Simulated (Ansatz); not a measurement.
Reaction (isomerisation): `C=[C]([GaH2])OC` → `C/C(O)=[CH]/[GaH2]`

Calculated with Ansatz (gas phase, PBE0-D4/def2-TZVP geometries, no zero-point term in ΔE). CCSD(T)/CBS is the MP2 limit (def2-TZVPP, def2-QZVPP) plus CCSD(T) − MP2 in def2-TZVPP, frozen cores. Functionals use def2-TZVPP. B3LYP here is the variant with VWN-RPA as its local correlation; programs differ in this. For Ga outer-core shells are correlated without core-valence functions, which leaves a few kJ/mol of doubt a bond. Scalar relativity is left out up to krypton. Each species was taken in one conformer, which may not be the lowest.

`C=[C]([GaH2])OC`:

Cartesian coordinates in Å:
```
C 0.939 -0.040 -0.962
C 0.087 -0.415 0.003
Ga -0.024 -2.304 0.530
O -0.740 0.422 0.676
C -0.698 1.788 0.330
H 1.555 -0.794 -1.436
H 1.061 0.980 -1.311
H 0.920 -3.297 -0.235
H -1.007 -2.777 1.654
H -1.421 2.292 0.968
H -0.969 1.937 -0.721
H 0.299 2.208 0.502
```

`C/C(O)=[CH]/[GaH2]`:

```xyz
12

C     0.252   -1.491    1.262
C     0.062   -0.232    0.491
O     0.018    0.826    1.323
C    -0.051   -0.151   -0.852
Ga   -0.294    1.499   -1.800
H    -0.564   -1.614    1.980
H     1.179   -1.438    1.838
H     0.285   -2.356    0.602
H    -0.105    1.634    0.803
H     0.004   -1.096   -1.381
H    -0.426    1.607   -3.352
H    -0.360    2.813   -0.913
```

| level | ΔE (kJ/mol) | difference from CCSD(T)/CBS |
| --- | --- | --- |
| PBE-D4 | -87.7 | -2.0 |
| r2SCAN-D4 | -90.7 | -5.0 |
| PBE0-D4 | -90.7 | -5.0 |
| ωB97X-V | -83.1 | 2.6 |
| ωB97M-V | -85.6 | 0.1 |
| PBE | -87.7 | -2.0 |
| B3LYP | -80.6 | 5.1 |
| HF/def2-TZVPP | -78.9 | 6.8 |
| MP2/def2-TZVPP | -90.2 | -4.5 |
| SCS-MP2/def2-TZVPP | -83.1 | 2.6 |
| CCSD(T)/def2-TZVPP | -83.5 | 2.2 |
| HF/def2-QZVPP | -78.4 | 7.3 |
| MP2/def2-QZVPP | -91.3 | -5.6 |
| SCS-MP2/def2-QZVPP | -84.3 | 1.4 |
| HF/CBS(def2) | -78.3 | 7.4 |
| MP2/CBS(def2) | -92.4 | -6.7 |
| CCSD(T)/CBS | -85.7 | 0 |

Largest T1 diagnostic among the species: 0.013.

From PBE to PBE0 (25 % exact exchange), in def2-TZVPP and without D4, ΔE moves by −3.0 kJ/mol. In def2-TZVPP, CCSD(T) changes the Hartree–Fock value by −4.6 kJ/mol (the triples alone add −0.4 kJ/mol) and MP2 by −11.3 kJ/mol.

CCSD(T)/CBS has its own doubt, a few kJ/mol and more with outer-core shells, so smaller differences from it don't rank the levels.
